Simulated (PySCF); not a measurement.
## Telling isomers of C$_{6}$H$_{5}$FSi apart by NMR

[PySCF 2.14: GFN2-xTB geometry; σ from GIAO-PBE0/pcSseg-1; single conformer; one averaged value for each set of equivalent atoms; relativity neglected; isolated molecule]

Scale: TMS for ¹H and ¹³C (reference shieldings calculated alike). Splittings of carbon signals by F and P are missing where no couplings were computed. Where no couplings were computed, multiplicities follow the n + 1 count of equivalent neighbours, and m marks all less simple cases (inequivalent or close neighbours, rings, F or P nearby). Shifts are as computed. Against solution values, carbons near 30 ppm lie about +3 ppm off and those near 130 ppm about +5 ppm. Of 1211 compounds with measured shifts, 218 miss one by over three times the rms of a fit or turn the order of signals round; such compounds aren't used in these exercises.

(1) Tabulate the signals of `C#C/C=C(\F)[SiH2]C#C`, `C#C[C@@H]1[C@@H](F)[Si@H]1C#C`, `C#CC1=C(F)[SiH2]C=C1`, `C#C/C=C(\C#C)[SiH2]F` and their relative energies.

(2) What is the quickest way to tell C#C[C@@H]1[C@@H](F)[Si@H]1C#C from C#CC1=C(F)[SiH2]C=C1?

(3) What is the quickest way to tell C#CC1=C(F)[SiH2]C=C1 from C#C/C=C(\C#C)[SiH2]F?

(4) What is the quickest way to tell C#C/C=C(\F)[SiH2]C#C from C#C[C@@H]1[C@@H](F)[Si@H]1C#C?

Answers

(1) 
| SMILES | carbon types | δC | δH | E rel. (kcal/mol) |
| --- | --- | --- | --- | --- |
| C#C/C=C(\F)[SiH2]C#C | 3×C 3×CH | 185.5, 112.8, 107.1, 98.7, 83.3, 79.5 | 5.96 (m, 1H), 4.80 (m, 2H), 3.22 (d, 1H), 2.02 (t, 1H) | 36.8 |
| C#C[C@@H]1[C@@H](F)[Si@H]1C#C | 2×C 4×CH | 105.4, 86.2, 86.2, 80.9, 73.1, 13.8 | 5.18 (m, 1H), 3.59 (m, 1H), 2.25 (m, 1H), 1.86 (d, 1H), 1.38 (d, 1H) | 51.5 |
| C#CC1=C(F)[SiH2]C=C1 | 3×C 3×CH | 194.8, 158.3, 124.5, 120.5, 96.9, 80.8 | 7.04 (m, 1H), 5.63 (m, 1H), 4.66 (m, 2H), 3.21 (s, 1H) | 8.7 |
| C#C/C=C(\C#C)[SiH2]F | 3×C 3×CH | 141.8, 136.1, 104.0, 103.1, 85.4, 83.9 | 6.68 (m, 1H), 5.29 (m, 2H), 3.69 (d, 1H), 3.60 (s, 1H) | 0.0 |

Energies are electronic energies at PBE0/pcSseg-1 on these geometries, without zero-point or thermal terms, each for the one conformer computed, which needn't be the lowest.

(2) Both give the same number of carbon signals, but DEPT or the intensities differ. The first has a three-membered-ring carbon (CH) at 13.8 ppm, the second a fully substituted alkene carbon (C) at 194.8 ppm. Their most deshielded carbons lie at 105.4 and 194.8 ppm. In the proton spectra the most deshielded non-exchanging signals are 5.18 (m, 1H) and 7.04 (m, 1H).

(3) Both give the same number of carbon signals, with the same numbers of each carbon type, so the positions decide. The first has a fully substituted alkene carbon (C) at 194.8 ppm, the second an alkene CH at 141.8 ppm.

(4) Both give the same number of carbon signals, but DEPT or the intensities differ. The first has a fully substituted alkene carbon (C) at 185.5 ppm, the second a three-membered-ring carbon (CH) at 13.8 ppm. Their most deshielded carbons lie at 185.5 and 105.4 ppm. In the proton spectra the most deshielded non-exchanging signals are 5.96 (m, 1H) and 5.18 (m, 1H).
